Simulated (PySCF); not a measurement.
## Cr²⁺: ionisation energy

Cr²⁺ [Ar] 3d4 (5D) → Cr³⁺ [Ar] 3d3 (4F), as a difference of total energies. Calculation: PySCF 2.14, in x2c-SVPall (5s3p3d1f, 36 functions); scalar relativity by spin-free X2C-1e. Correlated levels: valence: [Ar] frozen. The calculations carry no spin-orbit coupling.

```json
{"method": "UHF", "ionisation energy (eV)": "30.172"}
{"method": "LDA", "ionisation energy (eV)": "32.453"}
{"method": "MN15", "ionisation energy (eV)": "32.299"}
{"method": "MP2 (valence)", "ionisation energy (eV)": "30.560"}
{"method": "SCS-MP2 (valence)", "ionisation energy (eV)": "30.301"}
```

Problem. How much does correlation contribute at MP2 (valence)?

Solution. 30.560 − (30.172) = 0.388 eV, measured against UHF.

The reference lies between the lowest fine-structure levels, while these numbers refer to the centres of the terms.

Errors of the correlated levels include the incompleteness of this basis and the frozen core.

For comparison: 30.959 ± 0.025 eV (measured; NIST Atomic Spectra Database, ionization energies).
